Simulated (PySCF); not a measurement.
Compound: C₂H₅BrOSi.
Atom-mapped SMILES: `[SiH3:1][O:2]/[CH:3]=[CH:4]\[Br:5]` (hydrogens: H6, H7, H8 on Si1; H9 on C3; H10 on C4)

Computed by this run: PBE0-D3(BJ)/def2-SVP geometry optimisation, gas phase (PySCF 2.14.0); density fitting, grid level 1; the optimiser is geomeTRIC in internal coordinates, started from a GFN2-xTB structure with every atom displaced at random (about 0.01 Å).

Step 3: E = -82096.1433 eV
```
atom  x, y, z in Å  |  force x, y, z in eV/Å
Si1     1.6316   -0.4651   -0.2039   -0.035   0.064  -0.041
O2      0.0290   -0.9723   -0.1097   -0.106   0.248   0.066
C3     -1.1608   -0.4359    0.1573    0.027  -0.140   0.043
C4     -1.5881    0.8307    0.1955   -0.016   0.070  -0.301
Br5    -0.5661    2.3469   -0.2191    0.184  -0.034   0.033
H6      2.3641   -1.7527   -0.2712    0.107  -0.050   0.002
H7      1.8868    0.3207   -1.4419    0.000   0.036   0.022
H8      2.0277    0.2903    1.0178   -0.024   0.027  -0.016
H9     -1.9059   -1.2005    0.3775   -0.205  -0.170   0.047
H10    -2.6441    1.0470    0.3633    0.069  -0.051   0.146
```

Step 4: E = -82096.1618 eV
```
atom  x, y, z in Å  |  force x, y, z in eV/Å
Si1     1.6151   -0.4488   -0.2033   -0.006   0.073  -0.043
O2      0.0192   -0.9796   -0.1104   -0.109   0.087   0.064
C3     -1.1739   -0.4545    0.1597    0.041  -0.066   0.042
C4     -1.5768    0.8199    0.1949   -0.042   0.034  -0.274
Br5    -0.4882    2.2868   -0.2291    0.082   0.042   0.042
H6      2.3723   -1.7233   -0.2745    0.078  -0.046   0.005
H7      1.8586    0.3465   -1.4374    0.019   0.005   0.017
H8      1.9975    0.3093    1.0211   -0.009   0.008  -0.012
H9     -1.9249   -1.2167    0.3807   -0.111  -0.113   0.021
H10    -2.6247    1.0695    0.3639    0.058  -0.024   0.137
```

Step 5: E = -82096.1638 eV
```
atom  x, y, z in Å  |  force x, y, z in eV/Å
Si1     1.5991   -0.4386   -0.2123   -0.015  -0.080   0.050
O2      0.0051   -0.9900   -0.1146    0.164  -0.204  -0.044
C3     -1.1931   -0.4780    0.1408    0.092   0.217  -0.027
C4     -1.5616    0.8090    0.1566   -0.200   0.042   0.163
Br5    -0.4395    2.2834   -0.1711   -0.025  -0.157  -0.025
H6      2.3974   -1.6986   -0.2219   -0.047   0.032  -0.012
H7      1.8521    0.3135   -1.4700   -0.017   0.013  -0.011
H8      1.9571    0.3653    0.9885    0.001   0.005  -0.002
H9     -1.9591   -1.2390    0.3564    0.112   0.113  -0.044
H10    -2.5833    1.0822    0.4130   -0.064   0.017  -0.048
```

**Question.** Estimate the geometry and energy of step 6. (The exact step hangs on the optimiser's Hessian estimate; all steps are aligned on step 5, rigid shifts and turns removed.)

**Answer.** E = -82096.1714 eV, largest force 0.098 eV/Å
```
atom  x, y, z in Å  |  force x, y, z in eV/Å
Si1     1.6058   -0.4417   -0.2088    0.011   0.010   0.004
O2      0.0111   -0.9856   -0.1127    0.001   0.009  -0.006
C3     -1.1851   -0.4647    0.1453   -0.085  -0.034   0.023
C4     -1.5807    0.8135    0.1663    0.095  -0.012   0.018
Br5    -0.4429    2.2640   -0.1923   -0.028   0.039  -0.009
H6      2.3917   -1.7061   -0.2394   -0.012   0.003  -0.002
H7      1.8544    0.3262   -1.4584    0.004  -0.001  -0.001
H8      1.9710    0.3491    0.9988    0.007  -0.003   0.000
H9     -1.9425   -1.2287    0.3611    0.004   0.001  -0.005
H10    -2.6086    1.0833    0.4057    0.003  -0.012  -0.021
```

The energy changes by -0.0076 eV. The first-order estimate −F·Δx gives -0.0180 eV and the mean of the old and new forces, exact on a quadratic surface, -0.0076 eV. The step makes an angle of 57° with the force vector and moves no atom by more than 0.029 Å.

What follows is the cost of the whole optimisation. Hardware: an Arm Neoverse V2 with one thread, no GPU (shared host). Cost: 42 s of wall time, 0.50 GiB resident at most.
